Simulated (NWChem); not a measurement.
System meant: GaPH4; SMILES [PH2][GaH2]

Here is an NWChem input.

```
start job
memory heap 200 mb stack 900 mb global 1100 mb
geometry units angstroms noautosym nocenter noautoz
  Ga     0.044284     0.853351     0.008601
  H     -1.333920     1.573156     0.225152
  H      1.358260     1.663922    -0.276052
  P      0.102698    -1.455801    -0.094231
  H     -0.758405    -1.672489     1.022616
  H      1.320083    -1.602738     0.635318
end
basis spherical
  Ga library 6-31g*
  H library 6-31g*
  P library 6-31g*
end
dft
  xc m06-l
  iterations 150
end
property
  shielding 4 1 2 4 5
end
task dft property
```

End of the output:

```
 Vector   28  Occ=0.000000D+00  E= 9.698666D-03
              MO Center=  1.0D-01, -1.2D+00, -5.7D-02, r^2= 3.3D+00
   Bfn.  Coefficient  Atom+Function         Bfn.  Coefficient  Atom+Function
  ----- ------------  ---------------      ----- ------------  ---------------
    47      0.927135  4 P  px                56      0.852676  5 H  s
    58     -0.852582  6 H  s                 43      0.440916  4 P  px
    11      0.186696  1 Ga px                34      0.172237  2 H  s
    49     -0.172921  4 P  pz                36     -0.171025  3 H  s
    55      0.164355  5 H  s                 57     -0.164338  6 H  s

 center of mass
 --------------
 x =   0.12407502 y =   0.24887792 z =  -0.01284141

 moments of inertia (a.u.)
 ------------------
         452.062457481684          12.912796821169           3.014263434062
          12.912796821169          28.090878564947          -7.113807160544
           3.014263434062          -7.113807160544         466.840868880585

     Multipole analysis of the density
     ---------------------------------

     L   x y z        total         alpha         beta         nuclear
     -   - - -        -----         -----         ----         -------
     0   0 0 0     -0.000000    -25.000000    -25.000000     50.000000

     1   1 0 0      0.052096     -3.280303     -3.280303      6.612703
     1   0 1 0      0.138839     -4.256841     -4.256841      8.652521
     1   0 0 1      0.304373     -0.282640     -0.282640      0.869652

     2   2 0 0    -24.551928    -23.276639    -23.276639     22.001350
     2   1 1 0     -0.156425      3.058758      3.058758     -6.273942
     2   1 0 1      0.402044      1.532176      1.532176     -2.662308
     2   0 2 0    -26.537999   -129.282592   -129.282592    232.027186
     2   0 1 1     -1.282338      0.338085      0.338085     -1.958509
     2   0 0 2    -22.929780    -14.521286    -14.521286      6.112791

          -----------------------------------------
          Chemical Shielding Tensors (GIAO, in ppm)
          -----------------------------------------

 ------------------------------------------------------------------------
  xm06: d2 not coded                    0
 ------------------------------------------------------------------------
 ------------------------------------------------------------------------
  current input line :
    23: task dft property
 ------------------------------------------------------------------------
 ------------------------------------------------------------------------
 This error has not yet been assigned to a category
 ------------------------------------------------------------------------
 For more information see the NWChem manual at https://nwchemgit.github.io

0: xm06: d2 not coded:Received an Error in Communication
```

**Question.** Find the fault in this run and fix the input.

**Answer.** The run crashed. Cause: this functional's second derivatives, which shieldings need, aren't coded here; the fix takes a hybrid GGA instead. This input runs:
```
start job
memory heap 200 mb stack 900 mb global 1100 mb
geometry units angstroms noautosym nocenter noautoz
  Ga     0.044284     0.853351     0.008601
  H     -1.333920     1.573156     0.225152
  H      1.358260     1.663922    -0.276052
  P      0.102698    -1.455801    -0.094231
  H     -0.758405    -1.672489     1.022616
  H      1.320083    -1.602738     0.635318
end
basis spherical
  Ga library 6-31g*
  H library 6-31g*
  P library 6-31g*
end
dft
  xc pbe0
  iterations 150
end
property
  shielding 4 1 2 4 5
end
task dft property
```
It converges to -2267.90620 Ha (PBE0/6-31G* (spherical d), GIAO).
